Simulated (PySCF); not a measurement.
## TlCl and its ions

PBE0; basis Tl def2-SVP with ECP60, Cl def2-SVP; scalar-relativistic core potentials; PySCF 2.14. Neutral (UKS): singlet (closed shell), Re = 2.519 Å, ωe = 298 cm⁻¹, De = 4.33 eV, HOMO -7.30 eV, LUMO -1.66 eV.

TlCl⁺ (UKS): doublet (π ↑), Re = 3.187 Å, ωe = 102 cm⁻¹. The energies at the minima are -632.49289 hartree for TlCl and -632.14704 for TlCl⁺.

(1) Work out the adiabatic ionisation energy, without and with harmonic zero-point energies (1 hartree = 27.2114 eV, 1 eV = 8065.5 cm⁻¹), and the change of the bond length.

Spin–orbit coupling is left out, which matters for elements this heavy, above all for dissociation energies. States were picked by a PBE0 search and need not be the measured ground states.

Results:

(1) At PBE0: 0.34585 hartree = 9.411 eV between the minima; the zero-point term (102.0 − 298.0)/2 cm⁻¹ = -0.012 eV makes it 9.399 eV. Re changes by +66.8 pm against the neutral. Minus the HOMO energy is 7.30 eV, -2.11 eV from the value between the minima; self-interaction puts the Kohn–Sham level too high, less so with exact exchange. The electron leaves a π orbital, and the ion is left as a loose complex of an ion and an atom.
